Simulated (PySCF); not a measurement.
(1Z)-1-chloro-2-fluorobuta-1,3-diene (C₄H₄ClF), SMILES C=C/C(F)=C/Cl.

The structure is a stationary point at B3LYP-D3(BJ)/def2-SVP. One conformer was computed; it need not be the lowest.

These are PBE/def2-TZVP (PySCF) values and carry that method's errors.

Symmetry labels are those of the subgroup Cs that the program uses (full group Cs).

Computed valence orbital energies around the gap with their symmetry:
| orbital | symmetry | energy (eV) |
|---|---|---|
| HOMO−7 | A' | -11.28 |
| HOMO−6 | A' | -10.42 |
| HOMO−5 | A' | -9.65 |
| HOMO−4 | A' | -8.97 |
| HOMO−3 | A" | -8.95 |
| HOMO−2 | A" | -7.75 |
| HOMO−1 | A' | -7.65 |
| HOMO | A" | -5.80 |
| LUMO | A" | -2.21 |
| LUMO+1 | A' | -0.34 |
| LUMO+2 | A' | 0.46 |
| LUMO+3 | A" | 0.47 |
